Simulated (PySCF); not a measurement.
Two-component Hartree-Fock for Ge(16+) (germanium, charge +16)

Start: [Ne] 3s2 3p4; 3p1/2 filled at m_j = -1/2, +1/2; 3p3/2 filled at m_j = +1/2, +3/2. Calculated with PySCF 2.14 in an uncontracted even-tempered set (19 s from 1.5 bohr⁻², ratio 2.4; 13 p from 1.9 bohr⁻², ratio 2.4; 5 d from 9.2 bohr⁻², ratio 2.6; 4 f from 14 bohr⁻², ratio 2.6): generalised Hartree-Fock with the X2C-1e Hamiltonian and a Gaussian nucleus; one run each with spin-orbit coupling (SO) switched off, then screened by Boettger's factors.

```tsv
spinor shell	electrons	ε, spin-free (eV)	ε, screened SO (eV)	weight of nominal j (screened SO)	rms radius, screened SO (bohr)
1s1/2	2	-11763.1	-11762.5	1.000	0.0542
2s1/2	2	-2029.4	-2029.1	1.000	0.225
2p1/2	2	-1842.4	-1865.8	0.998	0.198
3s1/2	2	-671.50	-671.39	1.000	0.578
3p1/2	2	-614.12	-618.37	0.755	0.572
3p3/2	2	-614.12	-611.09	0.791	0.577
```

Question: Where does 2p3/2 lie, and what is the 2p spin-orbit splitting (screened SO)?

Answer: At -1830.7 eV, 35.089 eV above 2p1/2.

```json
{"quantity": "E (hartree)", "spin-free": "-1966.25748", "screened SO": "-1966.45486"}
{"quantity": "M_J", "spin-free": "2", "screened SO": "2"}
{"quantity": "⟨J²⟩", "spin-free": "6.002", "screened SO": "6.005"}
{"quantity": "⟨L²⟩", "spin-free": "2.001", "screened SO": "2.450"}
{"quantity": "⟨S²⟩", "spin-free": "2.001", "screened SO": "1.779"}
```

Each row is a mean over spinors that exchange with the open shell spreads, by up to 17.837 eV (3s1/2).

Rows whose weight is well below 1 are mixtures of j = l ± 1/2: exchange outweighs spin-orbit coupling there, and the label is only the starting occupation.

Without spin-orbit coupling the j labels of p, d and f shells carry no meaning; the spin-free column gives the mean over the occupied spinors of each nl shell.
